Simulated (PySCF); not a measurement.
A PySCF script (with the pyscf-properties extension) for the NMR shieldings of `N([C@@H](C=C)CC#N)BN`, C₅H₁₀BN₃, on a GFN2-xTB geometry:

```python
import basis_set_exchange as bse
import numpy as np
from pyscf import gto, dft
from pyscf.prop import nmr

atoms = """
C    -2.549151   -0.528680    0.695708
C    -1.397295   -0.984778    0.241879
C    -0.408137   -0.267008   -0.641159
C    -0.872808    1.145672   -1.079001
C    -0.995785    2.038496    0.041282
N    -1.071348    2.746947    0.936413
N     0.874960   -0.203509    0.013632
B     2.102055   -0.687907   -0.469659
N     3.266778   -0.516860    0.285234
H    -2.932361    0.449807    0.461726
H    -3.168188   -1.128366    1.341533
H    -1.056462   -1.972392    0.526656
H    -0.274111   -0.861730   -1.554687
H    -1.831005    1.082073   -1.599973
H    -0.123809    1.558372   -1.760750
H     0.829512    0.271507    0.904001
H     2.144053   -1.235005   -1.506324
H     3.284311   -0.052734    1.176413
H     4.168989   -0.844652   -0.005221
"""
names = dict.fromkeys(["C", "N", "B", "H"], "pcSseg-1")
basis = {el: gto.basis.parse(bse.get_basis(n, elements=[el], fmt="nwchem")) for el, n in names.items()}
mol = gto.M(atom=atoms, basis=basis, charge=0, verbose=0)
mf = dft.RKS(mol, xc="PBE0")
mf.grids.level = 2
mf.grids.alignment = dft.numint.BLKSIZE   # the property module wants whole blocks of grid points
mf.conv_tol = 1e-9
mf.kernel()

calc = nmr.RKS(mf)   # GIAO
C = mf.mo_coeff
Co = C[:, mf.mo_occ > 0]
resp = mf.gen_response(singlet=True, hermi=2)
def vind(x):   # induced exchange potential for any number of trial vectors
    d = np.einsum("pi,xij,qj->xpq", C, 2 * x.reshape(-1, C.shape[1], Co.shape[1]), Co, optimize=True)
    return np.einsum("xpq,pi,qj->xij", resp(d - d.transpose(0, 2, 1)), C, Co, optimize=True).ravel()
mo1, _ = nmr.rhf.solve_mo1(calc, with_cphf=vind)
sigma = calc.kernel(mo1)
for i, s in enumerate(sigma):   # ppm
    w = np.linalg.eigvalsh((s + s.T) / 2)
    print("%2d %-2s iso %8.1f  s11 %8.1f  s22 %8.1f  s33 %8.1f" % (i, mol.atom_pure_symbol(i), w.mean(), *w))
```

Q: What does it print?

A: 
```
 0 C  iso     65.6  s11    -45.0  s22     71.6  s33    170.3
 1 C  iso     39.1  s11    -77.7  s22     50.7  s33    144.2
 2 C  iso    129.5  s11    114.5  s22    127.5  s33    146.7
 3 C  iso    162.5  s11    149.3  s22    161.1  s33    177.1
 4 C  iso     63.5  s11    -52.1  s22    -47.7  s33    290.1
 5 N  iso    -38.6  s11   -213.1  s22   -198.5  s33    295.7
 6 N  iso    162.1  s11     97.4  s22    179.9  s33    209.0
 7 B  iso     77.2  s11     46.4  s22     76.4  s33    108.8
 8 N  iso    197.9  s11    138.4  s22    212.4  s33    242.8
 9 H  iso     26.0  s11     22.7  s22     24.8  s33     30.5
10 H  iso     26.1  s11     23.9  s22     25.0  s33     29.5
11 H  iso     25.6  s11     23.2  s22     24.9  s33     28.6
12 H  iso     27.9  s11     24.9  s22     26.7  s33     32.2
13 H  iso     29.1  s11     25.4  s22     26.6  s33     35.3
14 H  iso     29.2  s11     25.1  s22     28.0  s33     34.5
15 H  iso     28.9  s11     22.8  s22     31.3  s33     32.6
16 H  iso     27.6  s11     25.8  s22     27.5  s33     29.5
17 H  iso     29.4  s11     23.5  s22     27.8  s33     36.8
18 H  iso     29.1  s11     23.5  s22     25.2  s33     38.5
```

These numbers come from an equivalent density-fitted implementation of the same equations, which agrees with the script to about 0.01 ppm for H and up to a few tenths of a ppm for heavy atoms, so last digits may differ.

Size and cost of the density-fitted run: 203 basis functions, 50 s wall time on 1 thread of an Arm Neoverse V1, shared host; peak memory 0.9 GiB.
